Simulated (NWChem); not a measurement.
ZrNH5; SMILES [NH2][ZrH3]

```xyz
7

Zr    -0.0003    -0.3015     0.1007
N      0.0009     1.6886     0.0211
H      0.8308     2.2823     0.0049
H     -0.8277     2.2840     0.0023
H      1.5624    -0.8944     0.9244
H     -1.5675    -0.8935     0.9165
H      0.0043    -0.8153    -1.6830
```
Atoms are numbered in this order, from 1.

Level: PBE0/def2-SVP with def2 effective core potentials on Zr (NWChem), optimised geometry, unscaled harmonic frequencies. def2 effective core potentials on Zr; no spin-orbit coupling.

```json
[
 {"frequency (cm⁻¹)": "52", "IR intensity (km/mol)": "18.8"},
 {"frequency (cm⁻¹)": "304", "IR intensity (km/mol)": "0.4"},
 {"frequency (cm⁻¹)": "365", "IR intensity (km/mol)": "22.2"},
 {"frequency (cm⁻¹)": "503", "IR intensity (km/mol)": "263.1"},
 {"frequency (cm⁻¹)": "504", "IR intensity (km/mol)": "62.1"},
 {"frequency (cm⁻¹)": "539", "IR intensity (km/mol)": "99.4"},
 {"frequency (cm⁻¹)": "593", "IR intensity (km/mol)": "76.7"},
 {"frequency (cm⁻¹)": "634", "IR intensity (km/mol)": "97.6"},
 {"frequency (cm⁻¹)": "706", "IR intensity (km/mol)": "259.6"},
 {"frequency (cm⁻¹)": "1482", "IR intensity (km/mol)": "38.5"},
 {"frequency (cm⁻¹)": "1657", "IR intensity (km/mol)": "658.5"},
 {"frequency (cm⁻¹)": "1661", "IR intensity (km/mol)": "579.0"},
 {"frequency (cm⁻¹)": "1708", "IR intensity (km/mol)": "184.1"},
 {"frequency (cm⁻¹)": "3541", "IR intensity (km/mol)": "84.8"},
 {"frequency (cm⁻¹)": "3638", "IR intensity (km/mol)": "41.9"}
]
```

- zero-point energy: 25.6 kcal/mol
- thermal correction to the enthalpy at 298.15 K (with zero-point energy): 29.6 kcal/mol
- heat capacity Cv: 17.8 cal/(mol K)
- entropy at 298.15 K and 1 atm (symmetry number 1): 72.5 cal/(mol K)

Rigid rotor and harmonic oscillator; modes under 100 cm⁻¹ make the entropy uncertain.
